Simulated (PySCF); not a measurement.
Species: CH₄Cl₂Si.
Numbering: `[Cl:1][CH2:2][SiH2:3][Cl:4]` (hydrogens: H5, H6 on C2; H7, H8 on Si3)

Torsions of this conformer, `[Cl:1][CH2:2][SiH2:3][Cl:4]`: Cl1–C2–Si3–Cl4 180°.

The closed-shell ground state was solved at several levels (PySCF, density fitting, gas phase, non-relativistic). One conformer (not necessarily the lowest) at the PBE0-D3(BJ)/def2-SVP geometry, without solvent, vibrations or thermal averaging.

```csv
level,basis functions,total energy (Eh),HOMO (eV),LUMO (eV),gap (eV),dipole (D)
PBE0/aug-cc-pVDZ,140,-1249.9958,-8.44,-0.52,7.92,0.47
PBE0/cc-pVDZ,88,-1249.9857,-8.32,-0.02,8.30,0.46
BP86/pcSseg-2,221,-1250.6531,-7.22,-1.38,5.84,0.50
LDA/pcSseg-2,221,-1246.0372,-7.24,-1.56,5.68,0.49
KT3/pcSseg-2,221,-1259.6532,-7.24,-1.36,5.88,0.47
```

Estimate the row for PBE0/pcSseg-1, a basis of 109 functions; the other rows only guide the guess.

Total energy -1249.9238 Eh, HOMO -8.50 eV, LUMO -0.23 eV, gap 8.27 eV, dipole 0.39 D.

Over all these levels, which gives the widest orbital gap and which the narrowest?

PBE0/cc-pVDZ (global hybrid, 25 % exact exchange) has the widest, 8.30 eV, and LDA/pcSseg-2 (LDA) the narrowest, 5.68 eV. Functional and basis both differ between the two, so the spread mixes both effects.

How much does the basis alone move the frontier levels among the 3 PBE0 rows (the withheld one included)?

The HOMO by 0.18 eV and the LUMO by 0.50 eV. By rising basis size (HOMO, LUMO in eV): cc-pVDZ -8.32, -0.02; pcSseg-1 -8.50, -0.23; aug-cc-pVDZ -8.44, -0.52.

How far do the dipole and the HOMO energy spread over the levels?

The dipole runs from 0.39 to 0.50 D (mean 0.46 D) and the HOMO from -8.50 to -7.22 eV.
